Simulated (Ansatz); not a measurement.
Program: Ansatz. Geometries: PBE0-D4/def2-TZVP. ΔE: electronic, gas phase. CBS: MP2 limit from def2 TZ/QZ plus the TZ coupled-cluster correction, frozen cores. This one scheme is used for every species. DFT in def2-TZVPP. One conformer a species, not always the lowest.

Consider the cleavage of the Si–Al bond: `C=C[SiH2][AlH2]` + `O[SiH](F)F` → `C=C[SiH2]O[SiH](F)F` + `[AlH3]`.

`C=C[SiH2][AlH2]`:

Z-matrix (Å, degrees):
```
Si
C 1 1.867
Al 1 2.461 2 111.4
H 1 1.492 2 108.1 3 -123.9
H 1 1.497 2 109.3 3 119.7
C 2 1.331 1 123.9 3 115.5
H 2 1.090 1 118.1 3 -62.2
H 3 1.591 1 119.7 2 36.5
H 3 1.590 1 121.9 2 -143.9
H 6 1.087 2 121.8 1 2.2
H 6 1.087 2 122.1 1 -178.1
```

`O[SiH](F)F`:

Cartesian coordinates in Å:
```
O 0.258 0.497 -1.143
Si 0.079 -0.010 0.379
F 0.309 -1.573 0.493
F -1.397 0.241 0.896
H -0.285 0.140 -1.847
H 1.037 0.704 1.223
```

`C=C[SiH2]O[SiH](F)F`:

Cartesian coordinates in Å:
```
C -2.028 -0.309 0.196
C -1.195 -1.061 0.910
Si 0.641 -1.076 0.687
O 1.075 -0.026 -0.506
Si 1.335 1.427 -1.113
F -0.017 2.008 -1.701
F 1.799 2.427 0.022
H -3.101 -0.327 0.361
H -1.678 0.360 -0.584
H -1.616 -1.709 1.679
H 1.118 -2.422 0.280
H 1.327 -0.686 1.946
H 2.341 1.395 -2.176
```

`[AlH3]`:

Cartesian coordinates in Å:
```
Al 0.000 0.000 0.000
H -0.418 1.471 -0.420
H 1.518 -0.333 0.318
H -1.100 -1.138 0.102
```

```json
{"level": "r2SCAN-D4", "ΔE (kJ/mol)": "-104.5"}
{"level": "ωB97M-V", "ΔE (kJ/mol)": "-116.1"}
{"level": "PBE0", "ΔE (kJ/mol)": "-88.4"}
{"level": "HF/def2-QZVPP", "ΔE (kJ/mol)": "-138.1"}
```

What does CCSD(T)/CBS give? (Estimate.)

The calculation gave: -110.6 kJ/mol. The listed levels differ from it by 6.1, -5.5, 22.2, -27.5 kJ/mol.

Largest T1 diagnostic among the species: 0.012.

In def2-TZVPP, CCSD(T) changes the Hartree–Fock value by +25.8 kJ/mol (the triples alone add +3.6 kJ/mol) and MP2 by +19.1 kJ/mol. The D4 term adds −7.8 kJ/mol with B3LYP and −4.6 kJ/mol with PBE0; it sums over pairs of atoms, weighted by their polarisabilities, and B3LYP, whose exchange is more repulsive, gets the larger term. From PBE to PBE0 (25 % exact exchange), in def2-TZVPP and without D4, ΔE moves by −10.0 kJ/mol.

B3LYP here is the variant with VWN-RPA as its local correlation; programs differ in this.
